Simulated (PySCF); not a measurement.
# UHF on Ar (argon, neutral)

Configuration: [Ar], closed-shell 1S. All numbers are calculated (PySCF 2.14, no relativity, point nucleus, in 6-31G*).

```
Total energy                                     : -526.772151 hartree
One-electron energy                              : -728.2252 hartree
Hartree (Coulomb) energy                         : 231.6423 hartree
Exchange energy                                  : -30.1893 hartree
Kinetic energy                                   : 526.81306 hartree
⟨S²⟩                                             : 0.0000
⟨L²⟩                                             : 0.000
Sum of ⟨r⟩                                       : 16.05 bohr
Sum of ⟨r²⟩                                      : 25.85 bohr²
Density at the nucleus (Gaussians lack the cusp) : 3610 bohr⁻³
Langevin diamagnetic susceptibility              : -20.5 ×10⁻⁶ cm³/mol
Time after the integrals                         : 0.03 s of wall time on 1 thread of INTEL(R) XEON(R) PLATINUM 8581C CPU @ 2.10GHz (shared host)
```

```csv
shell,electrons,mean orbital energy (eV),"rms radius, mean of both spins (bohr)"
1s,2,-3227.1,0.0998
2s,2,-335.19,0.448
2p,6,-260.37,0.417
3s,2,-34.688,1.54
3p,6,-16.025,1.81
```
